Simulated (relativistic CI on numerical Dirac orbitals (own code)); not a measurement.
Method of calculation: Dirac equation for one electron, model QED (radiative potential, 1s self-energy scaled to tabulated hydrogen-like ionisation energies) (own radial code, finite nucleus).

Configurations in the expansion: 1s, 2s, 2p, 3s, 3p, 3d, 4s, 4p, 4d, 4f, 5s, 5p, 5d, 5f, 5g, 6s, 6p, 6d. Levels of other configurations are missing.

Outline of the computed level scheme of Ho LXVII. Lowest level of each configuration: 1s 2S_1/2 at 0.0 eV; 2p 2P°_1/2 at 48559.6 eV; 2s 2S_1/2 at 48575.8 eV; 3p 2P°_1/2 at 57891.8 eV; 3s 2S_1/2 at 57896.6 eV; 3d 2D_3/2 at 58211.3 eV; 4p 2P°_1/2 at 61112.4 eV; 4s 2S_1/2 at 61114.4 eV; 4d 2D_3/2 at 61246.4 eV.

Some strong electric-dipole decays among the lowest 14 levels: 2p 2P°_1/2 → 1s 2S_1/2 (1.3e+16 s⁻¹); 2p 2P°_3/2 → 1s 2S_1/2 (1.2e+16 s⁻¹); 3p 2P°_3/2 → 1s 2S_1/2 (3.3e+15 s⁻¹); 3p 2P°_1/2 → 1s 2S_1/2 (3.2e+15 s⁻¹); 4p 2P°_3/2 → 1s 2S_1/2 (1.3e+15 s⁻¹); 3d 2D_5/2 → 2p 2P°_3/2 (1.3e+15 s⁻¹); 4p 2P°_1/2 → 1s 2S_1/2 (1.3e+15 s⁻¹); 3d 2D_3/2 → 2p 2P°_1/2 (1.2e+15 s⁻¹).
